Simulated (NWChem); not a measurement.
Isomers of C4H4F2, each optimised at PBE0/def2-SVP with NWChem, gas phase unless a solvent is named. Flexible species stand in one conformer each, which need not be the lowest.  Relative energies count from the lowest isomer at each level and are electronic, without zero-point energy, on those geometries.

A: C=C/C(F)=C/F
B: [C@H]1(F)[C@@H](C=C1)F
C: FC(F)=CC=C
D: F/C=C\C=C/F

Question: Rank them by relative energy, PBE0/def2-SVP (kcal/mol), lowest first.

Answer: C (0.0), D (4.0), A (8.8), B (12.1)
